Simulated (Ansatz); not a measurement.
Reactions of `FC[O][ZnH]`.

Gas-phase electronic energies from Ansatz, PBE0-D4/def2-TZVP geometries. CCSD(T)/CBS adds triple-zeta CCSD(T) − MP2 to the extrapolated MP2 energy (def2 sets, frozen cores). This one scheme is used for every species. DFT in def2-TZVPP. For Zn outer-core shells are correlated without core-valence functions, which leaves a few kJ/mol of doubt a bond. Scalar relativity is left out up to krypton. Each species was taken in one conformer, which may not be the lowest.

```csv
reaction,B2PLYP (kcal/mol)
`FC[O][ZnH]` + `BS` → `B[S][ZnH]` + `OCF`,-5.6
`FC[O][ZnH]` + H–F → `[F][ZnH]` + `OCF`,-6.3
`FC[O][ZnH]` + `OC(F)F` → `FC(F)[O][ZnH]` + `OCF`,-2.8
`FC[O][ZnH]` + `O[SiH3]` → `[SiH3][O][ZnH]` + `OCF`,-3.0
```

Give the CCSD(T)/CBS values in the same order. (Estimate.)

The calculation gave: -6.9, -4.8, -2.5, -2.9 kcal/mol.

Largest T1 diagnostic: 0.018, for `[F][ZnH]`.
